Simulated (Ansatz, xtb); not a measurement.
# AlFGeH4: where a starting geometry ends

The starting geometry of this gas-phase singlet has its atoms placed at random.

| atom | x (Å) | y (Å) | z (Å) |
| --- | --- | --- | --- |
| Al | 1.1883 | -0.4333 | -1.6050 |
| F | 1.9776 | 0.5560 | 0.2037 |
| Ge | -0.5545 | -0.6702 | 0.1186 |
| H | -0.9065 | 0.2000 | 1.7287 |
| H | -0.5011 | 1.0849 | -0.4791 |
| H | -0.0377 | -0.3611 | -2.2392 |
| H | -0.0956 | -0.3063 | 1.3475 |

Task: One run relaxed it with r2SCAN-D4/def2-SVP. What is a likely outcome?

Result: It ends as a structure with H5 bridging Ge3 and Al1, H7 bridging Al1 and Ge3, given below by its coordinates. Distances that change by over a tenth: Al1–H6 (1.38 → 1.58 Å), Ge3–H4 (1.86 → 1.59 Å), Ge3–H7 (1.36 → 1.70 Å). Contacts that close: Al1–F2 (2.21 → 1.67 Å), Al1–H5 (2.54 → 1.78 Å), Al1–H7 (3.22 → 1.78 Å).

The energy falls by 8.11 eV over 27 steps:

```json
{"step": "1", "E − E(last) (eV)": "8.112"}
{"step": "4", "E − E(last) (eV)": "2.309"}
{"step": "7", "E − E(last) (eV)": "1.342"}
{"step": "10", "E − E(last) (eV)": "1.281"}
{"step": "13", "E − E(last) (eV)": "1.265"}
{"step": "15", "E − E(last) (eV)": "1.085"}
{"step": "18", "E − E(last) (eV)": "0.197"}
{"step": "21", "E − E(last) (eV)": "0.051"}
{"step": "24", "E − E(last) (eV)": "0.003"}
{"step": "27", "E − E(last) (eV)": "0.000"}
```

Final geometry (Å):

```tsv
atom	x (Å)	y (Å)	z (Å)
Al	0.7561	0.0255	-0.7423
F	2.0146	0.8721	-0.0481
Ge	-1.3683	-0.3030	0.7448
H	-0.3474	0.5221	1.6418
H	-0.8841	0.6903	-0.5507
H	0.9302	-0.5069	-2.2147
H	-0.0307	-1.2301	0.2444
```

From the same start GFN2-xTB ends elsewhere, in pieces: AlFGeH2 + H2.

From so rough a start the end depends on the optimiser's path, so another program may land elsewhere. The end wasn't checked by frequencies. Run with Ansatz 0.2.0, 43 s on 1 thread of Intel(R) Xeon(R) 6975P-C (Granite Rapids), with other jobs on the host.
